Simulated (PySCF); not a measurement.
Computed IR spectrum (relative IR intensity) of a molecule C₃H₆FNSi. The structure is a stationary point at PBE0-D3(BJ)/def2-SVP. The values are those of a single conformer. Computed with PySCF with PBE0-D3(BJ)/def2-SVP. Frequencies are harmonic and unscaled.

Lines under 2 % of the strongest are left out, and lines within 2 cm⁻¹ are merged.

```tsv
ν (cm⁻¹)	relative intensity
282	3.1
389	2.6
419	4.8
498	12
609	3.8
659	6.5
683	24
750	4.7
796	10
863	28
940	30
955	69
1063	41
1108	30
1159	16
1196	100
1301	2.3
1338	24
1376	33
1421	15
1708	15
2229	66
2245	70
3046	16
3137	12
```

Question: Identify the compound among the candidates.
(A) FC[Si@@H]1C=NC1
(B) F[C@H]1C[SiH2]C=N1
(C) N[C@@H]1C=C[Si@H]1F
(D) C#C[Si@H](F)CN

Answer: B, F[C@H]1C[SiH2]C=N1
